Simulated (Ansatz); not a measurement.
Consider the substitution at a C–C bond: `BCCBr` + `[NH2][GeH3]` → `BC[NH][GeH3]` + `CBr`.

Calculated with Ansatz (gas phase, PBE0-D4/def2-TZVP geometries, no zero-point term in ΔE). CCSD(T)/CBS is the MP2 limit (def2-TZVPP, def2-QZVPP) plus CCSD(T) − MP2 in def2-TZVPP, frozen cores. Functionals use def2-TZVPP. B3LYP here is the variant with VWN-RPA as its local correlation; programs differ in this. For Br, Ge outer-core shells are correlated without core-valence functions, which leaves a few kJ/mol of doubt a bond. Scalar relativity is left out up to krypton. Each species was taken in one conformer, which may not be the lowest.

```csv
level,ΔE (kJ/mol),difference from CCSD(T)/CBS
PBE-D4,35.6,-20.9
r2SCAN-D4,44.3,-12.2
PBE0-D4,44.0,-12.5
B3LYP-D4,47.1,-9.4
ωB97X-V,52.5,-4.0
ωB97M-V,50.2,-6.3
B2PLYP,51.4,-5.1
PBE,35.1,-21.4
r2SCAN,44.4,-12.1
PBE0,43.6,-12.9
B3LYP,46.2,-10.3
HF/def2-TZVPP,70.5,14.0
MP2/def2-TZVPP,58.4,1.9
SCS-MP2/def2-TZVPP,60.2,3.7
CCSD/def2-TZVPP,59.1,2.6
CCSD(T)/def2-TZVPP,55.8,-0.7
HF/def2-QZVPP,69.9,13.4
MP2/def2-QZVPP,58.5,2.0
SCS-MP2/def2-QZVPP,60.5,4.0
HF/CBS(def2),69.8,13.3
MP2/CBS(def2),59.0,2.5
CCSD/CBS(def2),59.7,3.2
CCSD(T)/CBS,56.5,0
```

Largest T1 diagnostic among the species: 0.012.

From PBE to PBE0 (25 % exact exchange), in def2-TZVPP and without D4, ΔE moves by +8.5 kJ/mol. In def2-TZVPP, CCSD(T) changes the Hartree–Fock value by −14.7 kJ/mol (the triples alone add −3.2 kJ/mol) and MP2 by −12.2 kJ/mol.
